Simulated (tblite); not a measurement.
Compound: C3H11FOSi3.
SMILES with atom numbers: `[CH3:1][SiH:2]([CH3:3])[SiH2:4][Si@@H:5]([F:6])[CH:7]=[O:8]` (hydrogens: H9, H10, H11 on C1; H12 on Si2; H13, H14, H15 on C3; H16, H17 on Si4; H18 on Si5; H19 on C7)

Computed with GFN2-xTB (tblite), gas phase: L-BFGS steps from a force-field or distance-geometry start until the largest atomic force falls under 0.01 eV/Å.

At the end of the run (lengths in Å): C1–Si2 1.901, Si5–C7 1.912, Si2–Si4 2.334, Si2–C3 1.903, Si4–Si5 2.316, Si5–H18 1.461, Si4–H16 1.475, F6–Si5–C7 101.2°, Si4–Si5–F6 114.6°, Si5–C7–O8 123.6°, Si2–Si4–Si5 113.5°, C1–Si2–Si4–Si5 79°, Si2–Si4–Si5–F6 -155°, Si4–Si5–C7–O8 43°, H18–Si5–C7–O8 -90°, H19–C7–Si5–Si4 -135°.

Question: These geometries were met on the way; a selection of coordinates is given. Order them by energy above the end point, lowest first.
A. C1–Si2 1.837, Si5–C7 1.868, Si2–Si4 2.304, Si2–C3 1.868, Si4–Si5 2.288, Si5–H18 1.487, Si4–H16 1.500, F6–Si5–C7 108.3°, Si4–Si5–F6 109.6°, Si5–C7–O8 118.8°, Si2–Si4–Si5 109.4°, C1–Si2–Si4–Si5 85°, Si2–Si4–Si5–F6 -179°, Si4–Si5–C7–O8 67°, H18–Si5–C7–O8 -56°, H19–C7–Si5–Si4 -114°
B. C1–Si2 1.905, Si5–C7 1.910, Si2–Si4 2.336, Si2–C3 1.912, Si4–Si5 2.312, Si5–H18 1.458, Si4–H16 1.470, F6–Si5–C7 103.4°, Si4–Si5–F6 115.9°, Si5–C7–O8 122.4°, Si2–Si4–Si5 109.9°, C1–Si2–Si4–Si5 83°, Si2–Si4–Si5–F6 -177°, Si4–Si5–C7–O8 63°, H18–Si5–C7–O8 -67°, H19–C7–Si5–Si4 -114°
C. C1–Si2 1.902, Si5–C7 1.910, Si2–Si4 2.324, Si2–C3 1.902, Si4–Si5 2.320, Si5–H18 1.468, Si4–H16 1.484, F6–Si5–C7 104.3°, Si4–Si5–F6 115.1°, Si5–C7–O8 123.0°, Si2–Si4–Si5 109.7°, C1–Si2–Si4–Si5 84°, Si2–Si4–Si5–F6 -178°, Si4–Si5–C7–O8 62°, H18–Si5–C7–O8 -66°, H19–C7–Si5–Si4 -111°
D. C1–Si2 1.889, Si5–C7 1.914, Si2–Si4 2.300, Si2–C3 1.901, Si4–Si5 2.289, Si5–H18 1.454, Si4–H16 1.460, F6–Si5–C7 105.2°, Si4–Si5–F6 112.6°, Si5–C7–O8 122.2°, Si2–Si4–Si5 109.7°, C1–Si2–Si4–Si5 85°, Si2–Si4–Si5–F6 -178°, Si4–Si5–C7–O8 62°, H18–Si5–C7–O8 -63°, H19–C7–Si5–Si4 -110°
E. C1–Si2 1.902, Si5–C7 1.891, Si2–Si4 2.292, Si2–C3 1.893, Si4–Si5 2.290, Si5–H18 1.455, Si4–H16 1.473, F6–Si5–C7 107.0°, Si4–Si5–F6 110.4°, Si5–C7–O8 120.4°, Si2–Si4–Si5 109.7°, C1–Si2–Si4–Si5 85°, Si2–Si4–Si5–F6 -179°, Si4–Si5–C7–O8 65°, H18–Si5–C7–O8 -58°, H19–C7–Si5–Si4 -112°

Answer: B (0.026 eV), C (0.046 eV), D (0.094 eV), E (0.153 eV), A (0.293 eV).

```csv
step,E above end (eV),"rms distance from the end, all atoms (Å)",largest force (eV/Å),rms shift of all bonds from the end (Å)
13,0.026,0.260,0.088,0.003
8,0.046,0.266,0.279,0.004
5,0.094,0.275,0.296,0.012
2,0.153,0.280,0.586,0.014
0,0.293,0.283,1.759,0.026
```

Rows stand in the order of the answer.
